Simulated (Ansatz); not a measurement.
## Interaction energy ladder

The pair of Cu⁺ (SMILES [Cu+], atom 1) and C2H4 (SMILES C=C, atoms 2–7), both closed shells, in one local arrangement (a lower one may exist), relaxed at PBE0-D4/def2-TZVP:

Cu1  (0.060, 0.140, -1.748)
C2  (0.670, 0.052, 0.263)
C3  (-0.686, -0.089, 0.205)
H4  (1.323, -0.817, 0.303)
H5  (1.127, 1.022, 0.443)
H6  (-1.345, 0.765, 0.337)
H7  (-1.149, -1.073, 0.197)
(Å)

Program: Ansatz 0.2.0. Basis: def2-TZVPPD, with def2-QZVPPD for the basis limit. Cores are frozen in the correlated methods. The 3s and 3p shells of Cu and Zn are frozen; filled d shells are correlated. B3LYP uses VWN-RPA correlation. Extrapolation: Hartree–Fock as exp(−7.88 √X), correlation as X^−2.97. Interaction energies count from these two fragments, frozen as in the pair, with the counterpoise correction; negative means bound.

(1) What is the interaction energy by CCSD(T) at an estimated basis limit (MP2 extrapolated from triple and quadruple zeta, plus CCSD(T) − MP2 in triple zeta)? (Judge from chemistry; the value comes from the calculation.)

No T1 diagnostic of these runs exceeds 0.019. The restricted Hartree–Fock reference is unstable towards an unrestricted one at one or more of these structures.

## Answers

(1) Computed: -44.63 kcal/mol. Hartree–Fock alone gives -24.55 kcal/mol at the basis limit. It counts from the two fragments frozen as in the pair.

The same quantity by other methods in triple zeta, and each one's difference from that estimate:
```csv
method,E_int (kcal/mol),difference
PBE-D4,-58.92,-14.29
revPBE-D4,-54.24,-9.61
BLYP-D4,-55.39,-10.77
r2SCAN-D4,-59.56,-14.94
B97M-V,-56.62,-12.00
PBE0-D4,-51.26,-6.64
B3LYP-D4,-50.22,-5.60
HSE06-D4,-51.12,-6.49
wB97X-V,-47.96,-3.34
wB97M-V,-47.72,-3.09
B2PLYP,-47.30,-2.68
HF,-24.51,20.12
MP2,-45.09,-0.46
CCSD,-37.63,7.00
CCSD(T),-40.46,4.17
```
Differences are method less estimate.

Energy to bend the free fragments (PBE0-D4 minima) into their shapes in the pair, CCSD(T)/def2-TZVPPD: C2H4 1.29 kcal/mol. This must be added to the interaction energy to get the binding energy from relaxed fragments.

Basis-set superposition shift (counterpoise-corrected less uncorrected): CCSD(T) 2.45; MP2 2.29; HF 0.57; PBE0-D4 0.63; wB97M-V 0.59 kcal/mol.

For scale, one of the runs: CCSD(T)/def2-TZVPPD, 209 basis functions, launched by `ansatz run in.yaml --threads 4 --pin off --events-out ev --progress --plain --max-ram 9574MiB`. Hardware: 4 CPU threads of an Arm Neoverse V1, shared host. Wall time 9.5 s; peak host memory 1.5 GiB.
